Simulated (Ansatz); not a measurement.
CH₅NOZn, relaxed with RKS PBE0-D4/def2-TZVP in Ansatz from a PBE-D4/def2-SVP geometry. The force threshold is 0.005 eV/Å; the program also tests the step.

Total charge 0; spin multiplicity 1. The bonds changed during the relaxation, so this is another structure than the one it started from.

Start:

```xyz
9

N     0.294    1.029    0.358
C    -0.105    0.001   -0.561
O     1.052   -0.458   -1.228
Zn   -0.878   -1.022    2.462
H    -0.502    1.592    0.674
H     0.767    0.640    1.187
H    -0.853    0.454   -1.261
H     0.854   -1.354   -1.556
H    -0.628   -0.882   -0.074
```

```
        step  energy (eV)  largest force (eV/Å)  largest move (Å)
           1  -53064.9002                 0.625             0.000
           2  -53064.9561                 0.276             0.109
           3  -53064.9825                 0.041             0.183
           4  -53064.9870                 0.022             0.100
5 (rejected)  -53064.9603                 0.493             0.067
           6  -53064.9876                 0.009             0.033
           7  -53064.9879                 0.007             0.040
8 (rejected)  -53064.9527                 0.767             0.050
           9  -53064.9879                 0.008             0.006
          10  -53064.9880                 0.009             0.011
          11  -53064.9880                 0.005             0.013
          13  -53064.9881                 0.030             0.055
          15  -53064.9884                 0.061             0.125
          17  -53064.9891                 0.067             0.112
          19  -53064.9906                 0.117             0.006
          21  -53064.9929                 0.070             0.162
          23  -53064.9978                 0.151             0.150
          25  -53065.0011                 0.057             0.089
          27  -53065.0020                 0.036             0.051
          29  -53065.0024                 0.043             0.036
          31  -53065.0025                 0.027             0.007
          33  -53065.0026                 0.004             0.010
          35  -53065.0026                 0.005             0.010
          36  -53065.0026                 0.003             0.006
```

End:

```xyz
9

N     0.256    1.182    0.314
C    -0.174    0.146   -0.568
O     0.843   -0.838   -0.598
Zn    0.118   -2.135    2.308
H    -0.177    2.067    0.100
H     0.094    0.952    1.285
H    -0.318    0.586   -1.563
H     0.482   -1.628   -1.010
H    -1.123   -0.333   -0.268
```

Hardware: 4 threads of a server CPU on a shared host. Wall time 97 s, peak host memory 0.42 GiB.
